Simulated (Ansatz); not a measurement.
Consider the substitution at a C–S bond: `CS[SiH](N)F` + `[OH][GeH2][SH]` → `C[O][GeH2][SH]` + `N[SiH](F)S`.

Isolated molecules relaxed with PBE0-D4/def2-TZVP in Ansatz; ΔE leaves out vibrations. CBS: MP2 limit from def2 TZ/QZ plus the TZ coupled-cluster correction, frozen cores. DFT in def2-TZVPP. B3LYP here is the variant with VWN-RPA as its local correlation; programs differ in this. For Ge outer-core shells are correlated without core-valence functions, which leaves a few kJ/mol of doubt a bond. Scalar relativity is left out up to krypton. Each species was taken in one conformer, which may not be the lowest.

Problem. Is it downhill or uphill in electronic energy at CCSD(T)/CBS, and by how much? (An estimate is asked.)

Solution. Ansatz gave: Uphill: ΔE = +0.42 eV.

Problem. What do these levels give: PBE-D4, r2SCAN-D4, ωB97X-V, ωB97M-V, B2PLYP, r2SCAN, B3LYP, CCSD(T)/def2-TZVPP, HF/def2-QZVPP, HF/CBS(def2), MP2/CBS(def2), CCSD/CBS(def2)? (Best estimate.)

Solution. The calculation gave: PBE-D4 0.42, r2SCAN-D4 0.41, ωB97X-V 0.38, ωB97M-V 0.40, B2PLYP 0.39, r2SCAN 0.41, B3LYP 0.37, CCSD(T)/def2-TZVPP 0.37, HF/def2-QZVPP 0.32, HF/CBS(def2) 0.32, MP2/CBS(def2) 0.48, CCSD/CBS(def2) 0.41 eV.

Largest T1 diagnostic among the species: 0.012.

In def2-TZVPP, CCSD(T) changes the Hartree–Fock value by +0.05 eV (the triples alone add +0.01 eV) and MP2 by +0.11 eV.
